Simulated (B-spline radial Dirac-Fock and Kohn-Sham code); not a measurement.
Model: Dirac-Fock densities. Program: a radial finite-basis atomic code.

Q: This computed X-ray form factor belongs to an atom or ion in its tabulated ground configuration. Which?

| sin θ/λ (Å⁻¹) | f₀ |
| --- | --- |
| 0.05 | 25.851 |
| 0.15 | 24.710 |
| 0.2 | 23.780 |
| 0.3 | 21.426 |
| 0.4 | 18.754 |
| 0.45 | 17.412 |
| 0.5 | 16.114 |
| 0.6 | 13.745 |
| 3.5 | 1.880 |

A: Ge⁶⁺, with 26 electrons in [Ar] 3d8. f₀ tends to the number of electrons as s goes to zero, which the first rows give only roughly, and the rate of fall reflects the nuclear charge, 32.

Q: This computed X-ray form factor belongs to an atom or ion in its tabulated ground configuration. Which?

```tsv
sin θ/λ (Å⁻¹)	f₀
0.05	35.641
0.1	34.617
0.2	31.196
0.9	13.356
1.4	7.839
2	5.563
3	3.711
3.5	2.937
6	1.291
```

A: Zr⁴⁺, with 36 electrons in [Ar] 3d10 4s2 4p6. f₀ tends to the number of electrons as s goes to zero, which the first rows give only roughly, and the rate of fall reflects the nuclear charge, 40.
